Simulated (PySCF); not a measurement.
Species: C3H9NO2Si.
SMILES with atom numbers: `[CH2:1]=[CH:2][CH2:3][O:4][Si@H:5]([NH2:6])[OH:7]` (hydrogens: H8, H9 on C1; H10 on C2; H11, H12 on C3; H13 on Si5; H14, H15 on N6; H16 on O7)

Geometry (GFN2-xTB, Å), atoms numbered from 1 in this order:
```
atom  x, y, z in Å
C1     2.3490   -0.7538   -0.1985
C2     2.0318    0.5258   -0.2100
C3     0.7535    1.1036    0.3211
O4    -0.1405    0.1529    0.8100
Si5   -1.3237   -0.5917   -0.0221
N6    -2.3573    0.5845   -0.7434
O7    -2.0624   -1.5151    1.0959
H8     3.2825   -1.1139   -0.5951
H9     1.6777   -1.4892    0.2108
H10    2.7059    1.2693   -0.6147
H11    0.9914    1.7820    1.1530
H12    0.2805    1.6980   -0.4714
H13   -0.8445   -1.4106   -1.1297
H14   -3.1456    0.2512   -1.2727
H15   -2.6463    1.3679   -0.1770
H16   -1.5596   -1.8520    1.8323
```

Computed with PySCF 2.14.0, density-fitted response routines, TDDFT B3LYP/def2-SVPD, vertical, gas phase, core orbitals frozen in the response.

Transition dipole moments from the ground state, in atomic units and in the frame of the coordinates above (overall signs are arbitrary), for the states with f of 0.002 or more among the lowest 7:

| state | E (eV) | μx | μy | μz |
| --- | --- | --- | --- | --- |
| S1 | 6.693 | 0.178 | 0.278 | -0.381 |
| S2 | 6.785 | 0.263 | 0.110 | -0.144 |
| S3 | 7.002 | -0.167 | 0.127 | 0.004 |
| S4 | 7.034 | 0.104 | 0.010 | -0.062 |
| S5 | 7.130 | 0.181 | -0.417 | -0.014 |
| S6 | 7.258 | -0.422 | 0.095 | -0.320 |
| S7 | 7.356 | -0.175 | 0.391 | 0.000 |

Problem. Work out the oscillator strengths.

Solution. f = (2/3) ΔE |μ|² with ΔE in hartree (27.2114 eV).

```csv
state,|μ|² (au),|μ| (D),f
S1,0.254,1.28,0.042
S2,0.102,0.81,0.017
S3,0.044,0.53,0.008
S4,0.015,0.31,0.003
S5,0.207,1.16,0.036
S6,0.290,1.37,0.051
S7,0.184,1.09,0.033
```

Problem. What angle do the transition dipoles of S1 and S5 make?

Solution. |cos θ| = |μa·μb| / (|μa| |μb|) = 0.34, so θ ≈ 70° (taken between 0 and 90°, since the signs are arbitrary).

Problem. How is the summed strength of these states shared among x, y and z?

Solution. (2/3) Σ ΔE μα² gives 0.066 for x, 0.077 for y and 0.046 for z, 0.189 in all.

One conformer stands for the species.
